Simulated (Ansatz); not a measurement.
Two isomers of C2H7BN2: A = `B/C=N/CN`, B = `NB1CNC1`.

Calculated with Ansatz (gas phase, PBE0-D4/def2-TZVP geometries, no zero-point term in ΔE). CCSD(T)/CBS is the MP2 limit (def2-TZVPP, def2-QZVPP) plus CCSD(T) − MP2 in def2-TZVPP, frozen cores. DFT in def2-TZVPP. B3LYP here is the variant with VWN-RPA as its local correlation; programs differ in this. One conformer a species, not always the lowest.

(1) Which is lower in electronic energy at CCSD(T)/CBS, and by how much? (An estimate is asked.)

(2) Give E(B) − E(A) in kcal/mol with CCSD/def2-TZVPP, B3LYP-D4, MP2/def2-TZVPP, CCSD(T)/def2-TZVPP, B2PLYP, PBE-D4, r2SCAN-D4. (Best estimate.)

Largest T1 diagnostic: 0.011.

Answers

(1) The calculation gave: B, by 44.7 kcal/mol.

(2) Computed: CCSD/def2-TZVPP -44.2, B3LYP-D4 -42.6, MP2/def2-TZVPP -46.4, CCSD(T)/def2-TZVPP -43.7, B2PLYP -43.2, PBE-D4 -46.5, r2SCAN-D4 -46.2. None reverses the order clearly.

From PBE to PBE0 (25 % exact exchange), in def2-TZVPP and without D4, E(B) − E(A) moves by −2.3 kcal/mol. In def2-TZVPP, CCSD(T) changes the Hartree–Fock value by −4.9 kcal/mol (the triples alone add +0.5 kcal/mol) and MP2 by −7.7 kcal/mol.
